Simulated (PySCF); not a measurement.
SMILES C(=Cc1ccco1)c1ccsc1 (C10H8OS) (GFN2-xTB optimised geometry):

```
20

C      0.914     0.114     0.000
C     -0.422    -0.024     0.000
C     -1.340     1.076     0.000
C     -2.717     1.076     0.000
C     -3.116     2.429     0.000
C     -1.965     3.157     0.000
O     -0.890     2.354     0.000
C      1.866    -0.966     0.000
C      1.560    -2.361     0.000
C      2.662    -3.144     0.000
S      4.117    -2.222     0.000
C      3.221    -0.761     0.000
H      1.335     1.111     0.000
H     -0.887    -0.999     0.000
H     -3.353     0.215     0.000
H     -4.117     2.808     0.000
H     -1.786     4.214     0.000
H      0.560    -2.753     0.000
H      2.719    -4.214     0.000
H      3.742     0.176     0.000
```

Level of theory: B3LYP/def2-SVP in PySCF 2.14.0.

Problem. What are the frontier orbital energies and the dipole moment?

Solution. HOMO-2 -7.10 eV, HOMO-1 -6.77 eV, HOMO -5.35 eV, LUMO -1.29 eV, LUMO+1 -0.16 eV; dipole moment 0.82 D.

Meta-Löwdin charges at B3LYP/def2-SVP: C1 -0.10, C2 -0.12, C3 0.17, C4 -0.17, C5 -0.16, C6 0.05, O7 -0.24, C8 -0.01, C9 -0.13, C10 -0.23, S11 0.27, C12 -0.25, H13 0.11, H14 0.10, H15 0.11, H16 0.12, H17 0.12, H18 0.11, H19 0.12, H20 0.12.
